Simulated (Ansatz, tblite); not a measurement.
Forces on VOF3 at its PBE0-D4/def2-SVP geometry. Charge 0, multiplicity 1.

The xTB rows come from tblite.

GFN1-xTB (tblite), largest force 0.76 eV/Å:

```xyz
5
positions Å, forces eV/Å
V     0.002    0.007    0.012   -0.103   -0.355   -0.668
O     0.209    0.718    1.353    0.088    0.301    0.567
F    -1.652    0.063   -0.373    0.748   -0.125   -0.005
F     0.522   -1.602    0.176   -0.273    0.657   -0.263
F     0.918    0.814   -1.168   -0.459   -0.478    0.368
```

GFN2-xTB (tblite), largest force 1.33 eV/Å:

```
V -0.088 -0.304 -0.573
O -0.105 -0.360 -0.678
F 1.285 -0.014 0.353
F -0.393 1.272 -0.070
F -0.699 -0.594 0.967
```

PBE0-D4/def2-TZVP (Ansatz), largest force 0.67 eV/Å:

```
V -0.016 -0.056 -0.105
O 0.090 0.309 0.583
F -0.502 0.008 -0.134
F 0.154 -0.496 0.031
F 0.274 0.234 -0.375
```
